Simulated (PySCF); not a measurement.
Work out the structure from these simulated measurements.

Elements present: B, C, H, N and O. Monoisotopic mass: 125.1103 u.

| Item | Value |
| --- | --- |
| Triplet | lowest triplet excitation (Tamm–Dancoff): 6.20 eV [TDA B3LYP/def2-SVPD] |
| Rotational structure | rotational constants A, B, C: 4.438, 0.860, 0.727 GHz [PBE0-D3(BJ)/def2-SVP] |
| 1H NMR | chemical shifts (computed TMS as zero) by class: 5.67 (2 H), 5.56 (1 H), 4.77 (2 H), 3.28 (3 H), 3.04 (2 H) ppm [GIAO PBE0/pcSseg-1] |
| 13C NMR | chemical shifts (computed TMS as zero) by class: 63.8 (1 C), 61.9 (1 C) ppm [GIAO PBE0/pcSseg-1] |
| Dipole | 1.53 D [B3LYP/def2-SVPD] |
| XPS | B1s 195.5, B1s 195.6 (×2), C1s 291.4, C1s 292.1, N1s 404.5, N1s 404.5 (×2), O1s 538.3 eV [ΔSCF SCAN, pcX-2 on the ionised atom, pcseg-1 elsewhere, spin-free X2C] |
| NMR, other nuclei | isotropic shieldings of nuclei other than C and H, by class: 69 (1 B), 73 (2 B), 122 (1 N), 128 (2 N), 336 (1 O) ppm [GIAO PBE0/pcSseg-1] |

Gas-phase values; electronic properties from PySCF, density fitting. Levels stand in brackets. One conformer (not necessarily the lowest) at the PBE0-D3(BJ)/def2-SVP geometry, without solvent, vibrations or thermal averaging. Each NMR value is the plain mean over a class of atoms that symmetry, rotation or inversion makes alike.

Problem. Which formula fits the mass and the elements?

Solution. C2H10B3N3O (calculated 125.1103). Within 0.0003 u, CH6B7NO would fit the mass too; the spectra decide.

Problem. What is the compound? Reason from the data.

Solution. Numbering: `[CH3:1][O:2][CH2:3][B:4]1[NH:5][BH:6][NH:7][BH:8][NH:9]1`. 2 carbons fall into 2 classes; from least to most shielded: chain sp3 carbon bound to oxygen [C3] (63.8 ppm), methoxy carbon [C1] (61.9 ppm). Hydrogen classes from least to most shielded: 2 H on 2 boron-bound nitrogens, N5/N9 (5.67 ppm, a mean of values up to 1.4 ppm apart in this geometry), 1 H on a boron-bound nitrogen, N7 (5.56 ppm), 2 H on 2 three-coordinate borons, B6/B8 (4.77 ppm), 3 H on a methoxy carbon, C1 (3.28 ppm, a mean of values up to 0.6 ppm apart in this geometry), 2 H on an sp3 carbon bound to oxygen, C3 (3.04 ppm). The other shieldings belong to: 69 ppm, three-coordinate boron [B4]; 73 ppm, three-coordinate boron [B6/B8]; 122 ppm, boron-bound nitrogen [N7]; 128 ppm, boron-bound nitrogen [N5/N9]; 336 ppm, ether oxygen [O2]. The core levels belong to: B1s 195.5 eV, three-coordinate boron [B4]; B1s 195.6 eV, three-coordinate boron [B6/B8]; C1s 291.4 eV, sp3 carbon bound to oxygen [C3]; C1s 292.1 eV, methoxy carbon [C1]; N1s 404.5 eV, boron-bound nitrogen [N7]; N1s 404.5 eV, boron-bound nitrogen [N5/N9]; O1s 538.3 eV, ether oxygen [O2]. One atom of each topological class was ionised and stands for its class. The hole state at 195.6 eV has ⟨S²⟩ = 0.82 against 0.75, so that value is less sure. By its constants the optimised geometry is an asymmetric top. Structure: `COCB1NBNBN1`. The assignments are read from this structure; whether some other isomer fits the data as well wasn't checked.
